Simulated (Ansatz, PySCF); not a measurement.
Breaking the Sn1–H2 bond in CH4OSn (SMILES C[O][SnH]) (multiplicity 1 held, fragments rigid). Energies count from the point at 1.803 Å.
Geometry at that point (charge 0, multiplicity 1):
```xyz
7

Sn    -0.25585    -0.35398     0.47968
H     -1.29538    -0.77679    -0.93204
O      0.88269     0.89220    -0.56591
C      0.78582     1.22657    -1.93455
H      0.62947     2.30497    -2.04038
H      1.72035     0.96984    -2.44378
H     -0.03834     0.70385    -2.43319
```

Restricted levels (R-, RO-) in cc, def2 and unpolarised 6-31G sets keep to the state of the molecule at rest. U- levels take the lowest unrestricted solution at each point, which mixes spins at long bonds. Active spaces are followed from a long bond inwards. Left out are points that failed, MP2 points in a non-variational dive below the minimum, coupled-cluster points behind a sign of a changed root (a jump of the amplitudes, or a one-step jump against full CI or MRCI), small-basis points behind a change of solution, and semi-empirical points at long bonds. Levels need not reach the same state.

Correlated levels freeze the cores. Filled d and f shells under p-block atoms count as core. Rows in LANL2DZ carry no dispersion term and start afresh at each structure. LANL2DZ brings its own core potentials from Na on.

Codes used: Ansatz (a quantum-chemistry and plane-wave program); PySCF for LANL2DZ rows. Each number belongs to the level named beside it. In def2 rows elements past Kr take small-core potentials, without spin–orbit coupling.

Energies in kcal/mol.

```tsv
R (Å)	U-PBE/def2-TZVPP	R-BP86/LANL2DZ	U-B3LYP/def2-TZVPP	R-CCSD/def2-TZVPP	FIC-MRCISD on CASSCF(2,2)/def2-TZVPP	FIC-MRCISD+Q on CASSCF(2,2)/def2-TZVPP
1.443	25.5	26.4	24.7	25.5	25.5	25.5
1.623	5.2	5.7	4.7	4.7	4.7	4.7
1.803	0.0	0.0	0.0	0.0	0.0	0.0
1.984	2.3	1.9	2.9	3.3	3.1	3.2
2.164	8.2	7.7	9.4	10.3	9.9	10.0
2.435	19.5	19.3	21.4	23.0	22.0	22.3
2.705	31.0	31.5	33.7	35.6	33.8	34.3
3.156	47.6	49.5	50.1	52.6	49.2	50.0
3.607	57.2	63.4	58.6	63.9	58.3	59.3
4.148	62.3	75.0	63.4	70.8	62.9	64.1
4.869	64.4	left out	65.9	74.0	64.5	65.9
5.771	64.6	left out	66.5	74.8	64.9	66.2
```

Doubts at one or more of the structures used: a spin-contaminated determinant (U-PBE/def2-TZVPP, U-B3LYP/def2-TZVPP); a restricted determinant that unrestricted orbitals would lower (R-CCSD/def2-TZVPP); other coupled-cluster roots lie near (R-CCSD/def2-TZVPP); T1 above 0.05 (R-CCSD/def2-TZVPP).
